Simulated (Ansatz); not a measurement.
C3H8AlB (`[BH2][Al]1[CH2][CH]1C`). Charge 0, multiplicity 1. Geometry: relaxed with PBE0-D4/def2-TZVP.

```xyz
13

B     2.773   -0.839    1.052
Al    1.036    0.069    0.428
C    -0.496    1.278    0.515
C    -0.514    0.411   -0.734
C    -1.648   -0.569   -0.900
H     3.847   -0.408    0.747
H     2.754   -1.831    1.723
H    -0.340    2.346    0.383
H    -1.268    1.065    1.254
H    -0.279    0.959   -1.647
H    -2.591   -0.050   -1.119
H    -1.456   -1.275   -1.711
H    -1.818   -1.157    0.008
```

Problem. What is the dipole moment at PBE/def2-TZVPP? (Best estimate.)

Solution. Ansatz gave: 1.23 D, with components (-1.01, 0.46, -0.53) D in this frame, pointing from negative to positive charge.

Problem. And with r2SCAN, B3LYP, ωB97M-V? (Estimate.)

Solution. Ansatz gave: r2SCAN 0.91 D, B3LYP 0.42 D, ωB97M-V 0.48 D.

Problem. Give the Mulliken charges with PBE, ωB97M-V, B3LYP in def2-TZVPP. (Estimate.)

Solution. Ansatz gave: 
```csv
atom,PBE,ωB97M-V,B3LYP
B1,-0.09,-0.10,-0.06
Al2,0.16,0.19,0.18
C3,-0.27,-0.35,-0.31
C4,-0.10,-0.18,-0.12
C5,-0.24,-0.30,-0.24
H6,0.04,0.09,0.05
H7,0.04,0.09,0.05
H8,0.08,0.10,0.08
H9,0.08,0.09,0.08
H10,0.07,0.09,0.07
H11,0.08,0.11,0.08
H12,0.09,0.10,0.09
H13,0.07,0.07,0.06
```

B3LYP here is the variant with VWN-RPA as its local correlation; programs differ in this.
